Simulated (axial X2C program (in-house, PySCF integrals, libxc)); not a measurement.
Low determinants of SiGe⁺ at the PBE0 level, with spin–orbit coupling

All values were computed with an in-house all-electron X2C program for linear molecules (integrals from PySCF). Two-component (2c) means X2C with spin–orbit coupling and atomic mean-field two-electron Coulomb and Gaunt terms. Basis: Ge dyall-cv3z [9s9p7d4f1g], Si dyall-v3z [8s7p2d1f] (cores contracted in-house); Gaussian nuclei, density fitting, unrestricted open shells. Masses: Ge 73.921 u, Si 27.977 u.

Search at 2.370 Å (vertical energies from the lowest determinant):

| ΔE (eV) | state | electrons beyond evenly filled partner blocks | electrons in ±ω = 1/2, 3/2, 5/2, 7/2 |
| --- | --- | --- | --- |
| 0.00 | Ω = 3/2 | ω = 3/2 | 32 11 2 0 |
| 0.37 | Ω = 1/2 | 2 × ω = -1/2, ω = 3/2 | 32 11 2 0 |
| 0.74 | Ω = 1/2 | ω = 1/2 | 33 10 2 0 |
| 0.84 | Ω = 5/2 | 2 × ω = 1/2, ω = 3/2 | 32 11 2 0 |
| 0.91 | Ω = 1/2 | ω = 1/2 | 31 12 2 0 |
| 2.46 | Ω = 7/2 | ω = 1/2, 2 × ω = 3/2 | 31 12 2 0 |
| 2.91 | Ω = 5/2 | ω = -1/2, 2 × ω = 3/2 | 31 12 2 0 |

Lowest determinant, Ω = 3/2 (⟨Sz⟩ = 1.50, ⟨Lz⟩ = 0.00 at PBE0): Re = 2.345 Å, ωe = 365.6 cm⁻¹.

The determinant in row 2 of the search, Ω = 1/2 (⟨Sz⟩ = 0.50, ⟨Lz⟩ = 0.00 at PBE0), was followed along the bond at PBE0; measured from the minimum of the lowest determinant it gives:

Te = 0.371 eV (2990 cm⁻¹), Re = 2.335 Å, ωe = 372.1 cm⁻¹.

Problem. Compare the bond of the determinant in row 2 with that of the lowest one.

Solution. At PBE0 its Re is 0.010 Å shorter and its force constant, which goes as ωe², is 1.04 times that of the lowest determinant. This determinant mixes spin states, so it has no term energy of its own.

The search compares states at one distance, so a state with another bond length can lie lower; it is not exhaustive and yields mostly the lowest determinant of each block pattern, so other components and higher states of one pattern are missing. These are energies of single determinants, not of spin-adapted states; PBE0 term energies can be off by some tenths of an eV, and the functional has no current term. The lowest determinant need not be the ground state where others lie within half an eV.
